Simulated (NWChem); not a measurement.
selenium dioxide (SeO₂); SMILES O=[Se]=O

Program: NWChem. Geometry: optimised at B3LYP/6-31G* (spherical d). Static field.

```csv
level,isotropic polarisability (bohr³),anisotropy (bohr³)
PBE/def2-SVPD,33.0,18.0
B3LYP/def2-SVPD,32.3,18.1
BHandHLYP/def2-SVPD,31.3,17.9
Hartree-Fock/def2-SVPD,30.4,17.6
```
